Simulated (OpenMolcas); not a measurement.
# Levels of Ar6+ by method

```yaml
Program: OpenMolcas
Basis: ANO-R2 [5s4p3d1f]
Scalar_Hamiltonian: X2C, finite nucleus
Active_space: 2 electrons in 8 orbitals (3s 3p 4s 4p)
State_averaging: 2S+1 = 3 even, 3 roots; 2S+1 = 1 even, 7 roots (6 in the spin-orbit step); 2S+1 = 3 odd, 3 roots; 2S+1 = 1 odd, 3 roots
Spin-orbit_coupling: state interaction with AMFI integrals over the reference wave functions, term energies averaged over their components
```

Methods on the same reference wave functions:
A. CASSCF
B. SS-CASPT2, IPEA 0.25 Eh, imaginary shift 0.1 Eh (closed shells correlated: 2s 2p)

Energies in cm-1 above 3s2 1S0, the measured ground level; measured values from Saloman, J. Phys. Chem. Ref. Data 39, 033101 (2010).

```csv
Level,A,B,Measured
3s2 1S0,0.0,0.0,0.0
3s 3p 3P* 0,114369,113949,113101
3s 3p 3P* 1,115139,114716,113906
3s 3p 3P* 2,116731,116311,115590
3s 3p 1P* 1,186639,172992,170722
```

Deviations, from unrounded energies. A percentage is the sum of absolute deviations over the sum of measured energies, with the sign that they share, or ± where signs differ.

```tsv
Against measurement	Levels	A	B
mean absolute deviation (cm-1)	4	4900	1200
other configurations (%)	4	+3.8	+0.9
```

B lies closest to measurement on these levels. The largest miss of B in the table is 3s 3p 1P* 1, by +2300 cm-1. The ranking rests on the paired levels alone, and a cruder setting can come out closer through cancelling errors.

The lowest spin-free term lies below A's lowest term by 0.185 hartree in B.

Over all roots computed the reference weight is 0.91 to 0.99 in B; the roots of lowest weight are the least certain, and an intruder state may touch them. Active for correlation alone: 4p 4s; no level in the range computed is led by a configuration that fills them, so any true level of that kind is missing. Computed and measured levels are paired by configuration, term and J; levels that our copy of the source lacks, or whose pairing is in doubt (as where it misses far off the trend of its configuration), stay unpaired and out of the deviations. Only configurations of the active space appear. The table leaves out levels that lie high or whose names do not pair safely across all columns.

* marks odd parity.
